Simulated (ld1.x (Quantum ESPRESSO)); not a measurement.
# Scattering properties, ultrasoft potential for Au

ld1.x (Quantum ESPRESSO) 7.5 input, shortened:

```
&input
   title='Au', zed=79., rel=1, dft='PZ', iswitch=3,
   config='[Xe] 4f14 5d10 5f-2 6s0 6p1'
 /
 &inputp
   pseudotype=3, tm=.true., lloc=-2, rcloc=0.98,
   nlcc=.true.
 /
8
5S  1  0   2.00   0.00  1.02  1.18  0.0
6S  2  0   0.00   0.00  1.02  1.18  0.0
5P  2  1   6.00   0.00  1.18  1.26  0.0
6P  3  1   1.00   0.00  1.18  1.26  0.0
5D  3  2  10.00   0.00  1.32  1.56  0.0
5D  3  2   0.00   1.40  1.32  1.56  0.0
5F  4  3  -2.00  -0.10  1.14  1.44  0.0
5F  4  3  -2.00   0.70  1.14  1.44  0.0
 &test
   configts(1)='5s2 5p6 5d10 6s0 6p1'
 /
```

The phase is arctan(r·u′/u) with u = r·R(r), unwrapped; energies in Ry, scanned from -10 to 5 Ry. A pole is an energy at which the radial function vanishes at the test radius. The pseudo phase is shifted by a multiple of π to meet the all-electron one at the reference energy, and phase errors are pseudo minus all-electron; the curves can meet again beyond the range given. Levels narrower than the energy grid can be missing from the lists of poles. n/a: not evaluated, since a narrow level or a reset projector energy made the automatic matching unsafe.

Task: For each channel, where are the poles, and over which energies does the pseudopotential scatter like the atom?

Result:

```json
{"channel": "s", "radius (bohr)": "1.71", "reference energy (Ry)": "-0.56", "poles, all-electron": "-7.73", "poles, pseudo": "-7.74, -5.89", "unbroken range about the reference energy with phases within 0.05 rad": "not even at the reference energy", "phase error 1 Ry above the reference energy (rad)": "+0.278"}
{"channel": "p", "radius (bohr)": "1.71", "reference energy (Ry)": "-0.15", "poles, all-electron": "-3.61", "poles, pseudo": "-3.60, 4.05", "unbroken range about the reference energy with phases within 0.05 rad": "below 1.4", "phase error 1 Ry above the reference energy (rad)": "-0.020"}
{"channel": "d", "radius (bohr)": "1.71", "reference energy (Ry)": "-0.68", "poles, all-electron": "1.87", "poles, pseudo": "1.87", "unbroken range about the reference energy with phases within 0.05 rad": "the whole range", "phase error 1 Ry above the reference energy (rad)": "+0.001"}
{"channel": "f", "radius (bohr)": "1.71", "reference energy (Ry)": "-0.10", "poles, all-electron": "-6.12", "poles, pseudo": "none", "unbroken range about the reference energy with phases within 0.05 rad": "n/a", "phase error 1 Ry above the reference energy (rad)": "n/a"}
```

A Bessel basis up to 400 Ry misses an occupied level by 0.81 Ry, so cutoffs and ghosts were not judged.

Phases in the d channel:

```json
{"E (Ry)": "-10.00", "all-electron": "1.373", "pseudo": "1.373"}
{"E (Ry)": "-9.52", "all-electron": "1.367", "pseudo": "1.367"}
{"E (Ry)": "-9.04", "all-electron": "1.361", "pseudo": "1.361"}
{"E (Ry)": "-8.56", "all-electron": "1.354", "pseudo": "1.353"}
{"E (Ry)": "-8.08", "all-electron": "1.346", "pseudo": "1.345"}
{"E (Ry)": "-7.60", "all-electron": "1.337", "pseudo": "1.337"}
{"E (Ry)": "-7.12", "all-electron": "1.327", "pseudo": "1.326"}
{"E (Ry)": "-6.64", "all-electron": "1.315", "pseudo": "1.315"}
{"E (Ry)": "-6.16", "all-electron": "1.302", "pseudo": "1.301"}
{"E (Ry)": "-5.68", "all-electron": "1.286", "pseudo": "1.285"}
{"E (Ry)": "-5.20", "all-electron": "1.266", "pseudo": "1.266"}
{"E (Ry)": "-4.72", "all-electron": "1.242", "pseudo": "1.242"}
{"E (Ry)": "-4.24", "all-electron": "1.212", "pseudo": "1.212"}
{"E (Ry)": "-3.76", "all-electron": "1.173", "pseudo": "1.172"}
{"E (Ry)": "-3.28", "all-electron": "1.117", "pseudo": "1.117"}
{"E (Ry)": "-2.80", "all-electron": "1.035", "pseudo": "1.035"}
{"E (Ry)": "-2.32", "all-electron": "0.901", "pseudo": "0.901"}
{"E (Ry)": "-1.84", "all-electron": "0.652", "pseudo": "0.653"}
{"E (Ry)": "-1.36", "all-electron": "0.155", "pseudo": "0.157"}
{"E (Ry)": "-0.88", "all-electron": "-0.551", "pseudo": "-0.549"}
{"E (Ry)": "-0.40", "all-electron": "-1.026", "pseudo": "-1.025"}
{"E (Ry)": "0.08", "all-electron": "-1.265", "pseudo": "-1.264"}
{"E (Ry)": "0.56", "all-electron": "-1.396", "pseudo": "-1.396"}
{"E (Ry)": "1.04", "all-electron": "-1.479", "pseudo": "-1.479"}
{"E (Ry)": "1.52", "all-electron": "-1.537", "pseudo": "-1.537"}
{"E (Ry)": "2.00", "all-electron": "-1.582", "pseudo": "-1.581"}
{"E (Ry)": "2.48", "all-electron": "-1.618", "pseudo": "-1.618"}
{"E (Ry)": "2.96", "all-electron": "-1.649", "pseudo": "-1.649"}
{"E (Ry)": "3.44", "all-electron": "-1.678", "pseudo": "-1.678"}
{"E (Ry)": "3.92", "all-electron": "-1.705", "pseudo": "-1.705"}
{"E (Ry)": "4.40", "all-electron": "-1.732", "pseudo": "-1.733"}
{"E (Ry)": "4.88", "all-electron": "-1.761", "pseudo": "-1.762"}
```
